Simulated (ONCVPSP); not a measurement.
Mo: ONCV pseudisation with PBE, scalar-relativistic reference atom.

Mo (Z = 42), optimised norm-conserving Vanderbilt (ONCV), made with ONCVPSP 4.0.1 (PBE, scalar-relativistic). Core [Ar] 3d10, reference 4s2 4p6 4d5 (charge +1). Waves: 4s: rc 1.85 bohr, ncon 4, nbas 9, qcut 7.2 1/bohr, 2 projectors, debl 2.4 Ha; 4p: rc 1.25 bohr, ncon 4, nbas 8, qcut 7.3 1/bohr, 2 projectors, debl 0.9 Ha; 4d: rc 2.50 bohr, ncon 4, nbas 9, qcut 7.1 1/bohr, 2 projectors, debl 2.9 Ha. Local part: polynomial inside 1.00 bohr (lpopt 5, dvloc0 0 Ha). Core correction: none.

In the s channel the program set the typed energies aside and used -2.613, 0.250 Ha. In the p channel the program set the typed energies aside and used -1.664, 0.250 Ha.

Poles of the logarithmic derivatives, all-electron (AE) and pseudo (PS). s: poles at -2.3, 4.7 (AE) and -2.3, 3.2, 5.0 (PS) Ha. p: poles at 1.9 (AE) and 1.9 (PS) Ha. d: poles at -0.1, 3.1 (AE) and -0.1, 3.1 (PS) Ha. Test radii: s 1.88, p 1.27, d 2.54 bohr.

- Cutoffs needed: 28 Ha and 114 Ha (the cutoffs (Ha) at which the residual kinetic energy of the hardest occupied pseudo-wave falls to 1 and 0.1 mHa per electron)
- Ghost test: no bound ghost flagged; GHOST(+) flagged for s at 93.2 eV
- Largest excitation error: -44 meV (all-electron minus pseudo) for 4s2 4p5 4d5 5s1, out of 4 test configurations
